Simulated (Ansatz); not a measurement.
Question: Name a neutral molecule of C, F, N, Si and H with ideal-gas entropy at 298 K and 1 bar (rigid rotor, harmonic PBE0-D4/def2-TZVP) between 307 and 323 J/(mol·K) and HOMO energy (B3LYP/def2-TZVPP) between -6.95 and -6.65 eV (Ansatz, PBE0-D4/def2-TZVP geometry).

Answer: `NC[SiH2]F` (317 J/(mol·K), -6.94 eV); `N=C1[SiH2]C1F` (315 J/(mol·K), -6.74 eV); `C[C@@H]1N[Si@@H]1F` (322 J/(mol·K), -6.87 eV); `N[SiH]1N=C1F` (318 J/(mol·K), -6.73 eV). Other molecules can fit too; these were computed, each in one conformer that needn't be the lowest.

B3LYP here is the variant with VWN-RPA as its local correlation; programs differ in this.
